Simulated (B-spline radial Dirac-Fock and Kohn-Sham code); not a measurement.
These are calculated numbers from a radial finite-basis atomic code; the model is Dirac-Hartree-Slater photoionisation with all multipoles and Dirac-Fock thresholds. Kinetic energies are from the vacuum level. Open shells are spread statistically over j, without multiplet splitting. Without correlation, outer binding energies are uncertain by a few eV, most for open f shells.

Question: A free atom or ion in its tabulated ground configuration is ionised with 4310 eV photons and gives these photoelectron lines. Identify it and assign the lines.

| kinetic energy (eV) | relative cross section |
| --- | --- |
| 2289.1 | 100.0 |
| 4016.5 | 6.7 |
| 4058.7 | 0.49 |
| 4059.4 | 0.94 |

Answer: Si⁶⁺, [He] 2s2 2p4. Binding energies are hν less the kinetic energy: 1s 2020.9 eV, 2s 293.5 eV, 2p1/2 251.3 eV, 2p3/2 250.6 eV.
